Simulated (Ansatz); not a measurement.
Start from `[CH3][AlH][CH2]CCl` and change one atom or group to get `C=CCCCl`.

Ansatz, PBE0-D4/def2-TZVP geometries, multiplicity 1. Each molecule was computed in one conformer, which needn't be the lowest.

```tsv
property	`[CH3][AlH][CH2]CCl`
LUMO energy (ωB97M-V/def2-TZVPP) / eV	0.36
HOMO–LUMO gap (PBE/def2-TZVPP) / eV	4.44
LUMO energy (PBE0/def2-TZVPP) / eV	-1.18
HOMO energy (B3LYP/def2-TZVPP) / eV	-7.44
size of the dipole moment (B3LYP/def2-TZVPP) / D	2.32
HOMO energy (ωB97M-V/def2-TZVPP) / eV	-9.86
```

Task: Give the same properties after the change, and the shifts. (Best estimate.)

Result: Ansatz gave: 
```tsv
property	`C=CCCCl`	shift
LUMO energy (ωB97M-V/def2-TZVPP) / eV	2.17	1.81
HOMO–LUMO gap (PBE/def2-TZVPP) / eV	5.58	1.14
LUMO energy (PBE0/def2-TZVPP) / eV	0.11	1.29
HOMO energy (B3LYP/def2-TZVPP) / eV	-7.42	0.02
size of the dipole moment (B3LYP/def2-TZVPP) / D	1.84	-0.48
HOMO energy (ωB97M-V/def2-TZVPP) / eV	-9.91	-0.05
```

Dipoles are sizes alone; their direction can turn.

B3LYP here is the variant with VWN-RPA as its local correlation; programs differ in this.
